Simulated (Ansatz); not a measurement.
`CC(=O)[O][GeH3]` + H₂ → `O=C[O][GeH3]` + CH₄ at 700 K and 1 bar (hydrogenolysis of a C–C bond).

Isolated molecules relaxed with PBE0-D4/def2-TZVP in Ansatz; ΔE leaves out vibrations. CBS: MP2 limit from def2 TZ/QZ plus the TZ coupled-cluster correction, frozen cores. This one scheme is used for every species. For Ge outer-core shells are correlated without core-valence functions, which leaves a few kJ/mol of doubt a bond. Scalar relativity is left out up to krypton. One conformer a species, not always the lowest.

```json
{"species": "`CC(=O)[O][GeH3]`", "CCSD(T)/CBS energy (Eh)": "-2306.19992", "H − E (kJ/mol)": "276.8", "S (J/(mol·K))": "469.6"}
{"species": "H₂", "CCSD(T)/CBS energy (Eh)": "-1.17544", "H − E (kJ/mol)": "46.8", "S (J/(mol·K))": "155.3"}
{"species": "`O=C[O][GeH3]`", "CCSD(T)/CBS energy (Eh)": "-2266.92775", "H − E (kJ/mol)": "185.4", "S (J/(mol·K))": "402.8"}
{"species": "CH₄", "CCSD(T)/CBS energy (Eh)": "-40.46206", "H − E (kJ/mol)": "145.9", "S (J/(mol·K))": "224.0"}
```

H − E and S are ideal-gas, rigid-rotor, harmonic terms from PBE0-D4/def2-TZVP, for one conformer and one mirror image of each species. For small species the MP2-based limit differs from directly extrapolated CCSD(T) by up to some mEh (0.8 for H₂); such offsets cancel only in part. 1 Eh = 2625.50 kJ/mol, R = 8.31446 J/(mol·K).

Task: By hand: ΔE, ΔH, ΔS and ΔG.

Result: ΔE = (-2266.92775) + (-40.46206) − (-2306.19992) − (-1.17544) = -0.01445 Eh = -37.9 kJ/mol. Δ(H − E) = 185.4 + 145.9 − 276.8 − 46.8 = 7.7, so ΔH = -30.2 kJ/mol. ΔS = 402.8 + 224.0 − 469.6 − 155.3 = 1.9 J/(mol·K). ΔG = -30.2 − 700 × (1.9)/1000 = -31.5 kJ/mol.

Task: By hand: the equilibrium constant, and the temperature at which ΔG would vanish if ΔH and ΔS stayed fixed.

Result: log₁₀ K = −ΔG/(RT ln 10) = 2.4. ΔH and −TΔS have one sign here, so there is no such temperature.

The number of gas molecules stays the same, so ΔS is small and ΔH decides. A doubt of 5 kJ/mol in ΔE shifts log₁₀ K by 0.4 here. Other conformers and mirror images would add mixing entropy, several J/(mol·K) or more a flexible species. These are equilibria of isolated gas molecules and say nothing of rates. Largest T1 diagnostic: 0.015 (customary marks: 0.02 for closed shells, 0.045 for open ones).

ΔS is within the doubt of such terms, so its sign, and with it that verdict, could turn.
